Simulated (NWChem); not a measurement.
SnSiH3Br, singlet; SMILES [SiH3][Sn][Br]

All runs: NWChem. Low-valent species are run as closed-shell singlets; no triplet was tried in these runs. All runs use the structure optimised with PBE-D3(BJ)/def2-SVP. def2 effective core potentials on Sn; no spin-orbit coupling. Static field.

For level B3LYP/def2-SVPD:

```
Quantity                          Result
--------------------------------  ------
isotropic polarisability (bohr³)   105.3
anisotropy (bohr³)                  48.3
```

Problem. What are these values for level PBE/def2-SVPD?

Solution. 
| Item | Value |
|---|---|
| isotropic polarisability (bohr³) | 107.8 |
| anisotropy (bohr³) | 50.4 |
